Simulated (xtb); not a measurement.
C2H7AlO, singlet, from a rough starting geometry (GFN-xTB shapes and energies of metal compounds can be far from the true ones); GFN2-xTB in xtb 6.7.1.

The xtb input:
```
$ xtb mol.xyz --gfn 2 --opt vtight --json

# file mol.xyz
11

Al     0.33296216     0.00187963     0.16351622
C     -1.21542761    -1.41067890     0.23757764
H     -0.86538252    -2.30646614    -0.25138193
H     -2.09850249    -1.02018369    -0.27510352
H     -1.48187393    -1.66605963     1.25675131
C      0.26915142     1.64013267    -0.82274964
H      1.20664388     1.70318177    -1.54524876
H      0.41674801     2.51828467    -0.16602293
H     -0.60178242     1.82951925    -1.44212838
O      1.60083808    -0.36583518     1.13783871
H      2.41091825    -0.62938019     1.70605460
```

Output, abridged:

```
   ID    Z sym.   atoms
    1   13 Al     1
    2    6 C      2, 6
    3    1 H      3-5, 7-9, 11
    4    8 O      10

           -------------------------------------------------
          |                Calculation Setup                |
           -------------------------------------------------

           -------------------------------------------------
          |                 G F N 2 - x T B                 |
           -------------------------------------------------

          ...................................................
          :                      SETUP                      :
          :.................................................:
          :  # basis functions                  29          :
          :  # atomic orbitals                  28          :
          :  # shells                           16          :
          :  # electrons                        24          :
          :  max. iterations                   250          :
          :  Hamiltonian                  GFN2-xTB          :
          :  restarted?                      false          :
          :  GBSA solvation                  false          :
          :  PC potential                    false          :
          :  electronic temp.          300.0000000     K    :
          :  accuracy                    1.0000000          :
          :  -> integral cutoff          0.2500000E+02      :
          :  -> integral neglect         0.1000000E-07      :
          :  -> SCF convergence          0.1000000E-05 Eh   :
          :  -> wf. convergence          0.1000000E-03 e    :
          :  Broyden damping             0.4000000          :
          :  net charge                          0          :
          :  unpaired electrons                  0          :
          ...................................................

 iter      E             dE          RMSdq      gap      omega  full diag
   1    -13.1280514 -0.131281E+02  0.122E+01    4.37       0.0  T
   2    -13.1455851 -0.175337E-01  0.674E+00    4.21       1.0  T
   3    -13.1462166 -0.631456E-03  0.133E+00    3.82       1.0  T
   4    -13.1521566 -0.594000E-02  0.506E-01    4.00       1.0  T
   5    -13.1525634 -0.406809E-03  0.335E-01    4.10       1.0  T
   6    -13.1526677 -0.104292E-03  0.215E-01    4.07       1.0  T
   7    -13.1526642  0.342005E-05  0.736E-02    4.10       1.0  T
   8    -13.1526775 -0.132757E-04  0.596E-02    4.07       1.0  T
   9    -13.1526796 -0.207901E-05  0.194E-02    4.09       1.6  T
  10    -13.1526834 -0.379983E-05  0.659E-03    4.08       4.6  T
  11    -13.1526835 -0.786427E-07  0.107E-03    4.08      28.2  T
  12    -13.1526835  0.459254E-08  0.652E-04    4.08      46.2  T
  13    -13.1526835 -0.516436E-08  0.860E-05    4.08     350.6  T

   *** convergence criteria satisfied after 13 iterations ***

         :::::::::::::::::::::::::::::::::::::::::::::::::::::
         ::                     SUMMARY                     ::
         :::::::::::::::::::::::::::::::::::::::::::::::::::::
         :: total energy             -13.011626405451 Eh    ::
         :: gradient norm              0.115953496119 Eh/a0 ::
         :: HOMO-LUMO gap              4.080546323541 eV    ::
         ::.................................................::
         :: SCC energy               -13.152673183826 Eh    ::
         :: -> isotropic ES            0.054814107185 Eh    ::
         :: -> anisotropic ES          0.006132418738 Eh    ::
         :: -> anisotropic XC          0.000158752720 Eh    ::
         :: -> dispersion             -0.004097600289 Eh    ::
         :: repulsion energy           0.141046778374 Eh    ::
         :: add. restraining           0.000000000000 Eh    ::
         :: total charge              -0.000000000000 e     ::
         :::::::::::::::::::::::::::::::::::::::::::::::::::::

      -----------------------------------------------------------
     |                   =====================                   |
     |                        A N C O P T                        |
     |                   =====================                   |
     |               Approximate Normal Coordinate               |
     |                Rational Function Optimizer                |
      -----------------------------------------------------------
      -----------------------------------------------------------
     |                   =====================                   |
     |                        A N C O P T                        |
     |                   =====================                   |
     |               Approximate Normal Coordinate               |
     |                Rational Function Optimizer                |
      -----------------------------------------------------------

          ...................................................
          :                      SETUP                      :
          :.................................................:
          :   optimization level         verytight          :
          :   max. optcycles                   220          :
          :   ANC micro-cycles                  20          :
          :   degrees of freedom                27          :
          :.................................................:
          :   RF solver                   davidson          :
          :   write xtbopt.log                true          :
          :   linear?                        false          :
          :   energy convergence         0.1000000E-06 Eh   :
          :   grad. convergence          0.2000000E-03 Eh/α :
          :   maxmium RF displ.          1.0000000          :
          :   Hlow (freq-cutoff)         0.1000000E-01      :
          :   Hmax (freq-cutoff)         5.0000000          :
          :   S6 in model hess.         20.0000000          :
          ...................................................

generating ANC from exact Hessian ...
Using Lindh-Hessian (1995)
[...]
 * total energy  :   -13.0246831 Eh     change       -0.5429384E-05 Eh
 * total energy  :   -13.0246839 Eh     change       -0.7989652E-06 Eh
 * total energy  :   -13.0246849 Eh     change       -0.1005011E-05 Eh
 * total energy  :   -13.0246867 Eh     change       -0.1782788E-05 Eh
 * total energy  :   -13.0246882 Eh     change       -0.1578067E-05 Eh
 * total energy  :   -13.0246893 Eh     change       -0.1038138E-05 Eh
 * total energy  :   -13.0246902 Eh     change       -0.9290804E-06 Eh
 * total energy  :   -13.0246914 Eh     change       -0.1165731E-05 Eh
 * total energy  :   -13.0246930 Eh     change       -0.1580358E-05 Eh
 * total energy  :   -13.0246945 Eh     change       -0.1551004E-05 Eh
 * total energy  :   -13.0246951 Eh     change       -0.5749027E-06 Eh
 * total energy  :   -13.0246952 Eh     change       -0.1447176E-06 Eh
 * total energy  :   -13.0246953 Eh     change       -0.9210598E-07 Eh
   *** GEOMETRY OPTIMIZATION CONVERGED AFTER 21 ITERATIONS ***
[...]
         :::::::::::::::::::::::::::::::::::::::::::::::::::::
         :: total energy             -13.024695315259 Eh    ::
         :: gradient norm              0.000084273863 Eh/a0 ::
         :: HOMO-LUMO gap              4.227385292327 eV    ::
         ::.................................................::
         :: SCC energy               -13.179111428766 Eh    ::
         :: -> isotropic ES            0.054830578247 Eh    ::
         :: -> anisotropic ES          0.005410265249 Eh    ::
         :: -> anisotropic XC         -0.000751731477 Eh    ::
         :: -> dispersion             -0.004091385193 Eh    ::
         :: repulsion energy           0.154416113507 Eh    ::
         :: add. restraining           0.000000000000 Eh    ::
         :: total charge               0.000000000000 e     ::
         :::::::::::::::::::::::::::::::::::::::::::::::::::::

           -------------------------------------------------
          |                Property Printout                |
           -------------------------------------------------

    * Orbital Energies and Occupations

         #    Occupation            Energy/Eh            Energy/eV
      -------------------------------------------------------------
         1        2.0000           -0.6587193             -17.9247
         2        2.0000           -0.5683159             -15.4647
         3        2.0000           -0.5537212             -15.0675
         4        2.0000           -0.5475017             -14.8983
         5        2.0000           -0.4578381             -12.4584
         6        2.0000           -0.4546015             -12.3703
         7        2.0000           -0.4503825             -12.2555
         8        2.0000           -0.4486883             -12.2094
         9        2.0000           -0.4438938             -12.0790
        10        2.0000           -0.4401939             -11.9783
        11        2.0000           -0.4182170             -11.3803
        12        2.0000           -0.3574581              -9.7269 (HOMO)
        13                         -0.2021046              -5.4995 (LUMO)
        14                         -0.1288957              -3.5074
        15                         -0.0398651              -1.0848
        16                          0.0199731               0.5435
        17                          0.0202699               0.5516
        18                          0.0382894               1.0419
        19                          0.1337575               3.6397
        20                          0.2058239               5.6008
        21                          0.2122725               5.7762
        22                          0.2294946               6.2449
        23                          0.2374001               6.4600
       ...                                ...                  ...
        28                          1.0655750              28.9958
      -------------------------------------------------------------
                  HL-Gap            0.1553536 Eh            4.2274 eV
             Fermi-level           -0.2797813 Eh           -7.6132 eV

     #   Z          covCN         q      C6AA      α(0)
     1  13 Al       2.407     0.308   100.803    20.916
     2   6 C        3.608    -0.207    25.227     7.255
     3   1 H        0.924     0.048     2.342     2.393
     4   1 H        0.924     0.040     2.442     2.444
     5   1 H        0.924     0.049     2.339     2.391
     6   6 C        3.608    -0.207    25.227     7.255
     7   1 H        0.924     0.049     2.336     2.390
     8   1 H        0.924     0.048     2.344     2.394
     9   1 H        0.924     0.041     2.442     2.444
    10   8 O        1.542    -0.468    22.289     6.369
    11   1 H        0.807     0.300     0.722     1.334

 Mol. C6AA /au·bohr⁶  :       1181.594987
 Mol. C8AA /au·bohr⁸  :      41960.401943
 Mol. α(0) /au        :         57.586836

Wiberg/Mayer (AO) data.
largest (>0.10) Wiberg bond orders for each atom

 ---------------------------------------------------------------------------
     #   Z sym  total        # sym  WBO       # sym  WBO       # sym  WBO
 ---------------------------------------------------------------------------
     1  13 Al   3.739 --    10 O    1.364     6 C    1.000     2 C    1.000
     2   6 C    3.933 --     1 Al   1.000     4 H    0.945     3 H    0.931
                             5 H    0.931
     3   1 H    0.998 --     2 C    0.931
     4   1 H    0.998 --     2 C    0.945
     5   1 H    0.998 --     2 C    0.931
     6   6 C    3.933 --     1 Al   1.000     9 H    0.945     8 H    0.931
                             7 H    0.931
     7   1 H    0.998 --     6 C    0.931
     8   1 H    0.998 --     6 C    0.931
     9   1 H    0.998 --     6 C    0.945
    10   8 O    2.291 --     1 Al   1.364    11 H    0.868
    11   1 H    0.910 --    10 O    0.868
 ---------------------------------------------------------------------------

Topologies differ in total number of bonds
Writing topology from bond orders to xtbtopo.mol

molecular dipole:
                 x           y           z       tot (Debye)
 q only:        0.158      -0.039       0.105
   full:        0.137      -0.034       0.091       0.428
molecular quadrupole (traceless):
                xx          xy          yy          xz          yz          zz
 q only:        1.401      -0.883      -1.442       1.825      -0.243       0.040
  q+dip:        1.819       0.039      -0.738       2.790      -1.672      -1.081
   full:        1.343      -1.465      -1.957       1.540       0.464       0.614

optimized geometry written to: xtbopt.xyz

           -------------------------------------------------
          | TOTAL ENERGY              -13.024695315259 Eh   |
          | GRADIENT NORM               0.000084273863 Eh/α |
          | HOMO-LUMO GAP               4.227385292327 eV   |
           -------------------------------------------------
```
